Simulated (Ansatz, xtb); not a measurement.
Ligand exchange: C3H4ClF + CH6F2Si2 → C3H5Cl + SiH2(CH3)(SiF3)

Species: C3H4ClF `C/C(Cl)=C/F`, singlet; CH6F2Si2 `C[SiH2][SiH](F)F`, singlet; C3H5Cl (2-chloropropene) `C=C(C)Cl`, singlet; SiH2(CH3)(SiF3), singlet. The partners trade F for H: C–F and Si–H bonds give way to C–H and Si–F.

Shapes, held fixed at every level: PBE0-D4/def2-TZVP. Flexible molecules stand in one conformer, not always the lowest. Programs: Ansatz 0.2.0, xtb 6.7.1. Electronic energies: no zero-point or thermal term.

(1) Estimate ΔE of this reaction.

Answers

(1) The highest level, CCSD(T)/CBS estimate, gives ΔE = -255.1 kJ/mol; the levels span -255.1 to -166.2. GFN2-xTB strays far from the other rows. The column of differences is taken from that level and isn't an error. No measured value is set beside it here. The CBS estimate extrapolates MP2 from def2-TZVPP and def2-QZVPP and adds CCSD(T) − MP2 in the triple-zeta set, cores frozen. Times are processor times on shared x86 and Arm servers, and rough.

| level | kind | ΔE (kJ/mol) | less CCSD(T)/CBS estimate | CPU time (sum over the molecules) |
| --- | --- | --- | --- | --- |
| GFN2-xTB | semi-empirical | -166.2 | +88.9 | 0.17 s |
| HF/def2-TZVPP | Hartree–Fock | -254.2 | +0.9 | – |
| PBE-D4/def2-TZVPP | GGA | -229.3 | +25.8 | 34 s |
| B3LYP-D4/def2-TZVPP | global hybrid | -242.7 | +12.4 | 67 s |
| PBE0-D4/def2-TZVPP | global hybrid | -237.5 | +17.6 | 39 s |
| wB97M-V/def2-TZVPP | range-separated hybrid | -246.1 | +9.0 | 2.4 min |
| wB97X-V/def2-TZVPP | range-separated hybrid | -240.2 | +14.9 | 1.7 min |
| CCSD(T)/def2-TZVPP | coupled cluster or CI | -250.9 | +4.2 | 31 min |
| CCSD(T)/CBS estimate | coupled cluster or CI | -255.1 | 0.0 | 36 min |
